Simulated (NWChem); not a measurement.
Species: GaCl2 cation; SMILES [Cl][Ga+][Cl]

```xyz
3

Ga     0.0000     0.0000     0.0000
Cl     0.0000     0.0000     2.0410
Cl     0.0000     0.0000    -2.0410
```
Atoms are numbered in this order, from 1.

The geometry was optimised at PBE0/def2-SVP.

**Question.** List the 4 lowest vertical singlet excitations from PBE/6-31G* (spherical d), TDA (NWChem).

**Answer.** 
```csv
state,energy (eV),oscillator strength,leading excitation (squared amplitude)
S1,4.43,0.000,HOMO → LUMO (1.00)
S2,4.43,0.000,HOMO−1 → LUMO (1.00)
S3,4.92,0.022,HOMO−2 → LUMO (1.00)
S4,4.92,0.022,HOMO−3 → LUMO (1.00)
```
